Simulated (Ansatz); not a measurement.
`[CH3][AlH][SiH2]Cl` + H₂Se → `[CH3][AlH][SiH2][SeH]` + HCl at 400 K and 1 bar (ligand exchange at the Si–Cl bond).

Gas-phase electronic energies from Ansatz, PBE0-D4/def2-TZVP geometries. CBS: MP2 limit from def2 TZ/QZ plus the TZ coupled-cluster correction, frozen cores. This one scheme is used for every species. For Se outer-core shells are correlated without core-valence functions, which leaves a few kJ/mol of doubt a bond. Scalar relativity is left out up to krypton. Each species was taken in one conformer, which may not be the lowest.

```
                species  CCSD(T)/CBS energy (Eh)  H − E (kJ/mol)  S (J/(mol·K))
   `[CH3][AlH][SiH2]Cl`              -1032.57399           195.5          422.6
                   H₂Se              -2401.89790            49.4          229.5
`[CH3][AlH][SiH2][SeH]`              -2974.08060           217.2          455.8
                    HCl               -460.38127            29.6          195.4
```

H − E and S are ideal-gas, rigid-rotor, harmonic terms from PBE0-D4/def2-TZVP, for one conformer and one mirror image of each species. 1 Eh = 2625.50 kJ/mol, R = 8.31446 J/(mol·K).

By hand: ΔE, ΔH, ΔS and ΔG.

ΔE = (-2974.08060) + (-460.38127) − (-1032.57399) − (-2401.89790) = 0.01002 Eh = 26.3 kJ/mol. Δ(H − E) = 217.2 + 29.6 − 195.5 − 49.4 = 1.9, so ΔH = 28.2 kJ/mol. ΔS = 455.8 + 195.4 − 422.6 − 229.5 = -0.9 J/(mol·K). ΔG = 28.2 − 400 × (-0.9)/1000 = 28.6 kJ/mol.

By hand: the equilibrium constant, and the temperature at which ΔG would vanish if ΔH and ΔS stayed fixed.

log₁₀ K = −ΔG/(RT ln 10) = -3.7. ΔH and −TΔS have one sign here, so there is no such temperature.

The number of gas molecules stays the same, so ΔS is small and ΔH decides. A doubt of 5 kJ/mol in ΔE shifts log₁₀ K by 0.7 here. Other conformers and mirror images would add mixing entropy, several J/(mol·K) or more a flexible species. Modes under 60 cm⁻¹, often nearly free rotors, make the harmonic entropy too high. These are equilibria of isolated gas molecules and say nothing of rates. Largest T1 diagnostic: 0.010 (customary marks: 0.02 for closed shells, 0.045 for open ones).

ΔS is within the doubt of such terms, so its sign, and with it that verdict, could turn.
